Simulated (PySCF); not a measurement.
C₃H₆OSi.
Bonds: C1–C2 (double), C2–C3, C3–O4 (double), C3–Si5. Hydrogens: H6, H7 on C1; H8 on C2; H9, H10, H11 on Si5.

Method: PySCF, PBE0-D3(BJ)/def2-SVP geometry optimisation, gas phase.

Q: What internal coordinates does the optimisation give?

A: 
```
                    bond  length (Å)   order
                   C1=C2       1.337  double
                   C2–C3       1.482  single
                   C3=O4       1.214  double
                  C3–Si5       1.949  single
                   C1–H6       1.096  single
                   C1–H7       1.093  single
                   C2–H8       1.096  single
Si5–H9, Si5–H10, Si5–H11       1.493  single
```

Bonds in one row agree within 0.01 Å and their mean is given. Orders are formal, as drawn. A selection of angles:
```
     angle  degrees
  C2–C1–H6    121.6
  C2–C1–H7    121.9
  H6–C1–H7    116.5
  C1–C2–C3    123.5
  C1–C2–H8    121.7
  C3–C2–H8    114.8
  C2–C3–O4    120.6
 C2–C3–Si5    121.1
 O4–C3–Si5    118.3
 C3–Si5–H9    110.2
C3–Si5–H10    106.8
C3–Si5–H11    111.3
H9–Si5–H10    110.2
H9–Si5–H11    108.2
```

Torsions: C1–C2–C3–O4 179° (antiperiplanar). The mirror-image conformer, all signs reversed, is as good.

Of the pairs four or more bonds apart, Si5···H6 is among the closest relative to their van der Waals radii: 2.80 Å, 85 % of the sum of Bondi's values. Si5 (SiH3 silicon) is tetrahedral (angles from 106.8° to 111.3°). The 5 heavy atoms lie in one plane (0.006 Å rms). The C–C distances run from 1.337 Å (C1=C2, drawn double) to 1.482 Å (C2–C3, drawn single), a spread of 0.145 Å.

Point group: near Cs, missed by 0.15 Å at most; the miss may be what the optimiser left on a soft mode. Stationary, but not proved a minimum. The numbers are those of one conformer.
